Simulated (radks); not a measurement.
Initial-state core-level shifts of the germanium ion Ge2+ when its valence configuration changes from [Ar] 3d10 4s2. Calculated with a radial shooting solver on a logarithmic mesh with Libxc functionals: scalar-relativistic Kohn-Sham, r2SCAN, spin-polarised, spherical densities, finite nucleus; open shells are filled with parallel spins first; meta-GGA in the generalised Kohn-Sham scheme; Fermi nuclear charge, rms radius 4.0742 fm. Shifts are changes of the shell-averaged eigenvalues in eV (positive: less bound); the change of the density at the nucleus, which sets a Mossbauer isomer shift, is in e/bohr^3, on a base of 3.207e+04.

valence                2s       2p       3s       3p  density at nucleus
3d10 4s1 4p1       -1.371   -1.374   -1.465   -1.459             -21.084
3d10 4s1.5 4p0.5   -0.774   -0.776   -0.811   -0.808             -10.482
3d9 4s2 4p1       -14.008  -13.944  -11.699  -11.442             +11.232
3d8 4s2 4p2       -28.846  -28.720  -23.541  -23.022             +23.944
3d8.5 4s1.5 4p2   -21.871  -21.776  -18.174  -17.781              +5.092
3d9.5 4s2 4p0.5    -6.898   -6.866   -5.829   -5.702              +5.362
3d8.5 4s1 4p2.5   -22.282  -22.185  -18.620  -18.222              -7.281
3d10 4p2           -3.024   -3.031   -3.172   -3.161             -42.140
3d7.5 4s1 4p3.5   -37.763  -37.607  -30.713  -30.056              +3.450
